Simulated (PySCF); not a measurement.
Input file for PySCF: R-HF/3-21G on C3H11AlO (a complex).

```python
from pyscf import gto, scf, dft, mp
from pyscf.data.elements import chemcore

mol = gto.M(
    atom='''
    C     0.00465871    0.65506392   -1.10180150
    Al    0.15315316   -0.07140477    0.73564969
    C     1.93289906   -0.09291338    1.57865918
    C    -1.15786005   -1.44618792    1.29854486
    H     0.46203798   -0.02607496   -1.82726899
    H     0.52357125    1.61294718   -1.22390372
    H    -1.03133044    0.79667961   -1.42949236
    H     1.88038753   -0.25454227    2.65982725
    H     2.48305907    0.83886942    1.41459742
    H     2.55348150   -0.89853897    1.17156102
    H    -1.22614783   -1.54824823    2.38786421
    H    -0.86994613   -2.43432472    0.92419760
    H    -2.16942039   -1.26098833    0.92022612
    O    -0.76452412    1.52331198    1.68624925
    H    -1.56022464    1.24326808    2.15725496
    H    -1.02381147    2.20764518    1.05545184
    ''',
    basis='3-21g',
    charge=0, spin=0, verbose=3, max_memory=1800)
mf = scf.RHF(mol)
mf.conv_tol = 1e-8
mf.max_cycle = 100
mf.kernel()
if not mf.converged:
    mf = mf.newton().run(mf.mo_coeff, mf.mo_occ)
```

It printed:

```
converged SCF energy = -434.447294279733
```

Self-consistency was reached.

Cost: around 0.7 core-seconds (rough).
